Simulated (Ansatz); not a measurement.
`[NH2][Al]([OH])[SH]` → `[NH2][Al][SH]`• + `[OH]`•  (homolysis of the Al–O bond)

Gas-phase electronic energies from Ansatz, PBE0-D4/def2-TZVP geometries. CBS: MP2 limit from def2 TZ/QZ plus the TZ coupled-cluster correction, frozen cores. This one scheme is used for every species. Functionals use def2-TZVPP. Open shells (•) are unrestricted, without spin–orbit coupling. One conformer a species, not always the lowest.

`[NH2][Al]([OH])[SH]`:

Z-matrix (Å, degrees):
```
N
Al 1 1.761
H 1 1.006 2 125.7
H 1 1.007 2 124.1 3 -180.0
O 2 1.693 1 123.7 3 -0.0
S 2 2.178 1 119.4 3 -179.9
H 5 0.955 2 125.1 1 0.1
H 6 1.344 2 91.5 1 179.9
```

`[NH2][Al][SH]`•:

Cartesian coordinates in Å:
```
N 0.620 -0.652 1.007
Al 0.540 0.164 -0.563
S -1.451 0.915 -1.154
H -0.162 -0.790 1.628
H 1.459 -1.043 1.404
H -1.006 1.407 -2.322
```

`[OH]`•:

```xyz
2

O     0.374    0.205   -0.234
H    -0.374   -0.205    0.234
```

| level | ΔE (kcal/mol) |
| --- | --- |
| r2SCANh | 124.5 |
| RPA@PBE/def2-TZVPP | 120.4 |

Question: What does CCSD(T)/CBS give? (An estimate is asked.)

Answer: The calculation gave: +132.4 kcal/mol. The listed levels differ from it by -7.9, -12.0 kcal/mol.

Largest T1 diagnostic among the species: 0.014.

From PBE to PBE0 (25 % exact exchange), in def2-TZVPP and without D4, ΔE moves by −1.6 kcal/mol: exact exchange takes away binding that semilocal exchange gives to molecules. Leaving LDA and LC-ωPBE aside and taking each functional with its dispersion term where it has one, the values, not all of them listed here, spread over 10.5 kcal/mol, from revPBE-D4 to ωB97M-V. LDA lies +18.7 kcal/mol from PBE without D4, its usual overbinding.
